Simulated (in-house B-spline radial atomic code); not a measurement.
Configurations of Sn IX (Sn8+), with energies counted from [Kr] 4d6. Computed with a B-spline radial code for spherical atoms: Dirac-Hartree-Fock, average of configuration, Fermi nucleus of rms radius 4.6519 fm. Energies include first-order Breit, QED and recoil terms.

Occupations are held fixed; configurations that lie above the ionisation limit could autoionise.

```
            configuration  E - E(ref) (eV)  highest orbital  its <r> (bohr)
             [Kr] 4d5 4f1           71.551            4f7/2           1.281
             [Kr] 4d5 6f1           123.23            6f7/2           4.451
             [Kr] 4d5 8p1           132.36            8p3/2           6.848
             [Kr] 4d5 7g1           136.23            7g7/2           6.928
[Ar] 3d10 4s2 4p5 4d6 5f1           180.59            5f7/2           2.746
[Ar] 3d10 4s2 4p5 4d6 7f1            208.2            7f7/2           6.458
[Ar] 3d10 4s2 4p5 4d6 7g1           211.17            7g7/2           6.922
```

Question: Order these further configurations by energy, lowest first.
A. [Kr] 4d5 5g1
B. [Ar] 3d10 4s2 4p5 4d6 6f1
C. [Ar] 3d10 4s2 4p5 4d6 5s1
D. [Kr] 4d5 7s1
E. [Kr] 4d5 8g1

Answer: A (114.53 eV), D (118.1 eV), C (122.08 eV), E (141.57 eV), B (198.09 eV).

Question: How far above the reference does [Ar] 3d10 4s2 4p5 4d6 8f1 lie?

Answer: 214.57 eV; its least bound orbital is 8f7/2 with <r> = 8.806 bohr.

Question: How far above the reference does [Kr] 4d5 7f1 lie?

Answer: 133.3 eV; its least bound orbital is 7f7/2 with <r> = 6.471 bohr.

Question: How far above the reference does [Kr] 4d5 6g1 lie?

Answer: 128.03 eV; its least bound orbital is 6g7/2 with <r> = 4.789 bohr.
